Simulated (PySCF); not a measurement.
A PySCF script (with the pyscf-properties extension) for the NMR shieldings of SMILES B[C@]12C=C[C@H](C=C1)C2, C7H9B, on a GFN2-xTB geometry:

```python
import basis_set_exchange as bse
import numpy as np
from pyscf import gto, dft
from pyscf.prop import nmr

atoms = """
B     2.218269   -0.203307   -0.576986
C     0.720450   -0.134710   -0.137794
C     0.413299    1.137459    0.682634
C    -0.898438    1.309783    0.685647
C    -1.509670    0.169761   -0.110976
C    -1.216054   -1.085522    0.698453
C     0.096190   -1.254983    0.698800
C    -0.417600    0.022672   -1.180284
H     2.557841    0.325594   -1.563567
H     3.009608   -0.735923    0.099890
H     1.170993    1.717908    1.173882
H    -1.473654    2.067084    1.184870
H    -2.537234    0.303992   -0.437438
H    -1.974949   -1.662594    1.192296
H     0.677378   -2.009198    1.194125
H    -0.302184    0.905810   -1.807819
H    -0.541242   -0.861796   -1.805644
"""
names = dict.fromkeys(["B", "C", "H"], "pcSseg-1")
basis = {el: gto.basis.parse(bse.get_basis(n, elements=[el], fmt="nwchem")) for el, n in names.items()}
mol = gto.M(atom=atoms, basis=basis, charge=0, verbose=0)
mf = dft.RKS(mol, xc="PBE0")
mf.grids.level = 2
mf.grids.alignment = dft.numint.BLKSIZE   # the property module wants whole blocks of grid points
mf.conv_tol = 1e-9
mf.kernel()

calc = nmr.RKS(mf)   # GIAO
C = mf.mo_coeff
Co = C[:, mf.mo_occ > 0]
resp = mf.gen_response(singlet=True, hermi=2)
def vind(x):   # induced exchange potential for any number of trial vectors
    d = np.einsum("pi,xij,qj->xpq", C, 2 * x.reshape(-1, C.shape[1], Co.shape[1]), Co, optimize=True)
    return np.einsum("xpq,pi,qj->xij", resp(d - d.transpose(0, 2, 1)), C, Co, optimize=True).ravel()
mo1, _ = nmr.rhf.solve_mo1(calc, with_cphf=vind)
sigma = calc.kernel(mo1)
for i, s in enumerate(sigma):   # ppm
    print("%2d %-2s %9.2f" % (i, mol.atom_pure_symbol(i), np.trace(s) / 3))
```

**Question.** What does it print?

**Answer.** 
```
 0 B       9.40
 1 C     120.07
 2 C      37.25
 3 C      30.58
 4 C     131.68
 5 C      32.89
 6 C      29.52
 7 C     102.30
 8 H      23.60
 9 H      23.27
10 H      24.90
11 H      24.24
12 H      28.13
13 H      24.43
14 H      24.36
15 H      29.24
16 H      29.33
```

These numbers come from an equivalent density-fitted implementation of the same equations, which agrees with the script to about 0.01 ppm for H and up to a few tenths of a ppm for heavy atoms, so last digits may differ.

Size and cost of the density-fitted run: 181 basis functions, 65 s wall time on 1 thread of an Intel Xeon, shared host; peak memory 0.83 GiB.
